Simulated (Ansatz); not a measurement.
Consider the cleavage of the Si–B bond: `B[Si](C)(C)F` + H₂Se → `C[Si](C)(F)[SeH]` + BH₃.

Program: Ansatz. Geometries: PBE0-D4/def2-TZVP. ΔE: electronic, gas phase. CBS: MP2 limit from def2 TZ/QZ plus the TZ coupled-cluster correction, frozen cores. This one scheme is used for every species. Functionals use def2-TZVPP. For Se outer-core shells are correlated without core-valence functions, which leaves a few kJ/mol of doubt a bond. Scalar relativity is left out up to krypton. One conformer a species, not always the lowest.

```csv
level,ΔE (kcal/mol),difference from CCSD(T)/CBS
r2SCAN-D4,-21.8,0.9
PBE0-D4,-21.3,1.4
ωB97X-V,-21.5,1.2
ωB97M-V,-22.7,0.0
B2PLYP,-22.0,0.7
PBE,-19.2,3.5
r2SCAN,-21.6,1.1
PBE0,-20.5,2.2
HF/def2-TZVPP,-22.8,-0.1
MP2/def2-TZVPP,-24.8,-2.1
SCS-MP2/def2-TZVPP,-23.7,-1.0
CCSD(T)/def2-TZVPP,-21.7,1.0
MP2/def2-QZVPP,-25.4,-2.7
HF/CBS(def2),-22.8,-0.1
MP2/CBS(def2),-25.8,-3.1
CCSD/CBS(def2),-22.5,0.2
CCSD(T)/CBS,-22.7,0
```

Largest T1 diagnostic among the species: 0.011.

From PBE to PBE0 (25 % exact exchange), in def2-TZVPP and without D4, ΔE moves by −1.3 kcal/mol. The D4 term adds −1.5 kcal/mol with B3LYP and −0.8 kcal/mol with PBE0; it sums over pairs of atoms, weighted by their polarisabilities, and B3LYP, whose exchange is more repulsive, gets the larger term.

B3LYP here is the variant with VWN-RPA as its local correlation; programs differ in this.
